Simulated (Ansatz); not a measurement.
CH₉GeNSi, SMILES `C[SiH](N)[GeH3]`. The species carries charge 0 and has multiplicity 1. Geometry: relaxed with PBE0-D4/def2-TZVP. It is one conformer, not always the lowest.

```xyz
13

C    -1.167    0.810   -1.133
Si   -0.438    0.134    0.447
N    -1.113   -1.424    0.763
Ge    1.950    0.157    0.266
H    -2.256    0.862   -1.060
H    -0.782    1.812   -1.339
H    -0.911    0.174   -1.985
H    -0.805    0.985    1.614
H    -1.041   -1.803    1.694
H    -1.001   -2.158    0.080
H     2.625   -0.377    1.545
H     2.424   -0.741   -0.898
H     2.515    1.568    0.005
```

Task: What is the dipole moment at PBE/def2-TZVPP? (Estimate.)

Result: Computed: 1.39 D, with components (-0.94, -0.99, -0.25) D in this frame, pointing from negative to positive charge.

Task: And with r2SCAN, B3LYP, ωB97M-V? (An estimate is asked.)

Result: Computed: r2SCAN 1.38 D, B3LYP 1.31 D, ωB97M-V 1.30 D.

Task: Give the Mulliken charges with PBE, r2SCAN, ωB97M-V in def2-TZVPP. (Estimate.)

Result: The calculation gave: 
| atom | PBE | r2SCAN | ωB97M-V |
| --- | --- | --- | --- |
| C1 | -0.36 | -0.29 | -0.44 |
| Si2 | 0.28 | 0.37 | 0.35 |
| N3 | -0.38 | -0.44 | -0.36 |
| Ge4 | -0.01 | 0.00 | -0.11 |
| H5 | 0.11 | 0.08 | 0.13 |
| H6 | 0.11 | 0.08 | 0.12 |
| H7 | 0.10 | 0.07 | 0.12 |
| H8 | -0.07 | -0.09 | -0.03 |
| H9 | 0.15 | 0.15 | 0.12 |
| H10 | 0.14 | 0.15 | 0.11 |
| H11 | -0.02 | -0.03 | 0.00 |
| H12 | -0.03 | -0.03 | 0.00 |
| H13 | -0.02 | -0.03 | 0.00 |

B3LYP here is the variant with VWN-RPA as its local correlation; programs differ in this.
